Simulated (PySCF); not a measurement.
Au₂H₂S₂Si, SMILES [S]([SiH2][S][Au])[Au], multiplicity 1.

Coordinates come from a B3LYP-D3(BJ)/def2-SVP optimisation. The multiplicity is an assumed one; other spin states were not compared. The def2 effective core potentials stand for the cores of Au; spin–orbit coupling is left out. The values are those of a single conformer.

Two levels are set side by side: TDDFT-PBE/def2-SVPD (PySCF) and TDDFT-M06-2X/def2-SVPD (PySCF). Vertical, same geometry. The lowest singlet is HOMO→LUMO 98 % with PBE and HOMO→LUMO 69 %, HOMO−1→LUMO+1 27 % with the other functional; states are paired by order. Differences are taken from unrounded values.

| quantity | TDDFT-M06-2X | TDDFT-PBE | TDDFT-PBE minus TDDFT-M06-2X |
|---|---|---|---|
| lowest singlet excitation (eV) | 2.24 | 1.33 | -0.92 |
| lowest triplet excitation (TDA) (eV) | 1.86 | 1.09 | -0.77 |
| first bright state (f over 0.05) (eV) | 3.09 | 2.59 | -0.50 |
| its oscillator strength | 0.20 | 0.11 | -0.09 |

A lower first singlet is the usual sign of a functional without exact exchange. Differences between two approximate levels are no errors against the true value.

Rough cost on one machine, each run with all the roots and properties that it gave: TDDFT-M06-2X against TDDFT-PBE about 20 times.
